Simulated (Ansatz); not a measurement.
Compare A (`C[SiH2]O[SiH2]N`) with its isomer B (`OC([SiH3])N[SiH3]`).

Gas-phase electronic energies from Ansatz, PBE0-D4/def2-TZVP geometries. CCSD(T)/CBS adds triple-zeta CCSD(T) − MP2 to the extrapolated MP2 energy (def2 sets, frozen cores). DFT in def2-TZVPP. B3LYP here is the variant with VWN-RPA as its local correlation; programs differ in this. Each species was taken in one conformer, which may not be the lowest.

A:

```xyz
14

C    -1.4582   -0.6832   -2.1749
Si   -0.1478   -0.8062   -0.8646
O    -0.2411    0.5022    0.1163
Si    0.2174    1.0622    1.5872
N     1.8343    0.7561    2.0334
H    -1.4059   -1.5418   -2.8498
H    -1.3287    0.2251   -2.7680
H    -2.4546   -0.6606   -1.7275
H     1.2038   -0.8610   -1.4885
H    -0.3312   -2.0488   -0.0599
H     0.0196    2.5287    1.5321
H    -0.6315    0.4113    2.6160
H     2.1143   -0.1205    2.4400
H     2.6096    1.2363    1.6083
```

B:

Z-matrix (Å, degrees):
```
C
Si 1 1.905
N 1 1.439 2 111.9
O 1 1.414 2 106.8 3 -123.2
H 1 1.102 2 108.8 3 117.8
H 2 1.488 1 107.7 3 52.8
H 2 1.487 1 108.0 3 -64.9
H 2 1.485 1 112.4 3 174.2
Si 3 1.723 1 124.3 2 112.7
H 3 1.010 1 114.1 2 -50.4
H 4 0.964 1 107.4 2 171.8
H 9 1.491 3 114.7 1 -71.9
H 9 1.485 3 107.4 1 167.8
H 9 1.487 3 108.1 1 47.7
```

Problem. Which is lower in electronic energy at CCSD(T)/CBS, and by how much? (An estimate is asked.)

Solution. The calculation gave: A, by 92.3 kcal/mol.

Problem. Give E(B) − E(A) in kcal/mol with B2PLYP, PBE0-D4, CCSD(T)/def2-TZVPP, ωB97M-V, r2SCAN-D4, CCSD/def2-TZVPP, B3LYP-D4. (Estimate.)

Solution. Computed: B2PLYP 92.4, PBE0-D4 87.4, CCSD(T)/def2-TZVPP 90.7, ωB97M-V 90.9, r2SCAN-D4 91.4, CCSD/def2-TZVPP 91.9, B3LYP-D4 89.9. None reverses the order clearly.

Largest T1 diagnostic: 0.012.

In def2-TZVPP, CCSD(T) changes the Hartree–Fock value by −6.0 kcal/mol (the triples alone add −1.2 kcal/mol) and MP2 by −2.8 kcal/mol. From PBE to PBE0 (25 % exact exchange), in def2-TZVPP and without D4, E(B) − E(A) moves by +3.4 kcal/mol.
